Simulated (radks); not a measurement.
Species: Ir III. Configuration: [Xe] 4f14 5d4 6s1 6p2 (not the ground configuration). Method: Dirac Kohn-Sham, PBEsol, spin-unpolarised, spherical densities, finite nucleus; open shells are shared between the two j in proportion to 2j + 1; Fermi nuclear charge, rms radius 5.4032 fm; computed with a radial shooting solver on a logarithmic mesh with Libxc functionals.

X-ray form factor f0, the Fourier transform of the density (f0(0) = 75):

sin(theta)/lambda (1/angstrom),f0 (electrons)
0.05,74.012
0.1,71.432
0.15,68.051
0.2,64.494
0.25,61.024
0.3,57.693
0.4,51.450
0.5,45.862
0.6,41.015
0.8,33.228
1,27.296
1.25,21.901
1.5,18.352
2,14.416
